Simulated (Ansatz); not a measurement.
C₂H₆BrFSi (`FCC([SiH3])Br`), relaxed with RKS PBE0-D4/def2-TZVP in Ansatz from a PBE-D4/def2-SVP geometry. The force threshold is 0.005 eV/Å; the program also tests the step.

Charge 0, multiplicity 1.

Start:

```xyz
11

F    -0.181   -1.934   -0.695
C    -0.944   -1.081    0.092
C    -0.533    0.357   -0.213
Si    1.347    0.689   -0.043
Br   -1.501    1.538    1.039
H    -2.021   -1.248   -0.131
H    -0.763   -1.314    1.165
H    -0.878    0.653   -1.225
H     1.579    2.167   -0.160
H     2.102   -0.021   -1.132
H     1.793    0.192    1.303
```

Task: How much energy does the relaxation release, and in how many steps? (Estimate.)

Result: Computed: 4.53 kJ/mol, in 7 steps.

Task: Which bonds change most? (Estimate.)

Result: The calculation gave: C3–Si4 from 1.917 to 1.894 Å; C3–Br5 from 1.974 to 1.952 Å; C2–H7 from 1.113 to 1.093 Å; C2–H6 from 1.113 to 1.093 Å.

Task: Give the relaxed structure. (An estimate is asked.)

Result: The calculation gave: 
```xyz
11

F    -0.267   -1.921   -0.781
C    -0.936   -1.072    0.082
C    -0.516    0.351   -0.219
Si    1.336    0.696   -0.028
Br   -1.469    1.501    1.037
H    -2.010   -1.211   -0.068
H    -0.677   -1.350    1.107
H    -0.871    0.646   -1.208
H     1.564    2.149   -0.214
H     2.105   -0.065   -1.045
H     1.742    0.277    1.337
```
